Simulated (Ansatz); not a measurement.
Ansatz (a first-principles code) input (CCSD(T)/aug-cc-pV(D+d)Z):
A basis named .json is the Basis Set Exchange file of that set.

Ansatz 0.2 input:
```yaml
crystal:
  periodic: [false, false, false]
  atoms:
    - {symbol: Si, position_ang: [1.19539252, -0.12168310, 0.01645495]}
    - {symbol: Si, position_ang: [-1.16229105, 0.12120571, -0.02749547]}
    - {symbol: H, position_ang: [2.12967456, 0.96629337, 0.36680398]}
    - {symbol: H, position_ang: [1.89726773, -1.39723520, -0.22779539]}
    - {symbol: H, position_ang: [-1.45318068, -0.20595896, 1.38667991]}
    - {symbol: H, position_ang: [-1.39983874, 1.52947855, -0.38173963]}
    - {symbol: H, position_ang: [-1.63734345, -0.88589432, -0.98938161]}
basis:
  gaussian:
    orbitals: aug-cc-pV_D+d_Z.json
total_charge: 1
magnetization: {spin_polarized: false}
correlation: {method: ccsd_t, electrons: outside_noble_gas}
output: {forces: true}
```

Output:

```
Functional definition: HF
integrals: 0.17 GiB planned
1111 factors; integrals over basis functions are off by at most 7.5e-4 eV
mean field: 0.33 GiB planned
mean field evaluation 1: about -15794.3709 eV, gradient 1.4e1 eV
mean field evaluation 2: about -15794.3697 eV, gradient 1.4e1 eV
mean field evaluation 4: about -15795.5560 eV, gradient 1.1e0 eV
mean field evaluation 8: about -15795.5662 eV, gradient 4.4e-4 eV
mean field evaluation 16: about -15795.5662 eV, gradient 8.0e-7 eV
mean field -15795.56624873 eV, -580.4763530216 hartree, gradient 8.0e-7 eV, S^2 0.000000; 0 other end points of the search recorded, 0 dependent functions left out
10 core orbitals not correlated
reference -15795.56624873 eV, -580.4763530216 hartree; 6, 6 occupied and 93, 93 virtual orbitals, 1111 factors
densities: 0.66 GiB planned
second order -5.08839099 eV of doubles, -0.00000000 eV of singles
coupled cluster: 0.42 GiB planned
cycle   1  -6.04018747 eV  change   -9.5e-1 eV  update   7.4e-2
cycle   2  -6.39028461 eV  change   -3.5e-1 eV  update   2.6e-2
cycle   3  -6.40397817 eV  change   -1.4e-2 eV  update   7.5e-3
cycle   4  -6.40113123 eV  change    2.8e-3 eV  update   3.1e-3
cycle   5  -6.40058461 eV  change    5.5e-4 eV  update   1.2e-3
cycle   6  -6.40054363 eV  change    4.1e-5 eV  update   4.6e-4
cycle   7  -6.40053857 eV  change    5.1e-6 eV  update   1.7e-4
cycle   8  -6.40058156 eV  change   -4.3e-5 eV  update   5.1e-5
cycle   9  -6.40058069 eV  change    8.6e-7 eV  update   1.5e-5
cycle  10  -6.40057565 eV  change    5.0e-6 eV  update   4.6e-6
perturbative correction -0.15688123 eV, -0.0057652789 hartree
the calculation of the forces begins
Total energy: -15802.12370562 eV, -580.7173351173 hartree
Atom 0 at     1.195393    -0.121683     0.016455 Å, force     0.084528    -0.003879    -0.017620 eV/Å
Atom 1 at    -1.162291     0.121206    -0.027495 Å, force    -0.127241     0.004200     0.033039 eV/Å
Atom 2 at     2.129675     0.966293     0.366804 Å, force     0.072158     0.072346     0.023389 eV/Å
Atom 3 at     1.897268    -1.397235    -0.227795 Å, force     0.056519    -0.086701    -0.016622 eV/Å
Atom 4 at    -1.453181    -0.205959     1.386680 Å, force    -0.037256    -0.025977     0.117819 eV/Å
Atom 5 at    -1.399839     1.529479    -0.381740 Å, force    -0.013377     0.131638    -0.041918 eV/Å
Atom 6 at    -1.637343    -0.885894    -0.989382 Å, force    -0.035331    -0.091627    -0.098086 eV/Å
Dipole moment:     0.438591    -0.041359    -0.007029 e Å
```
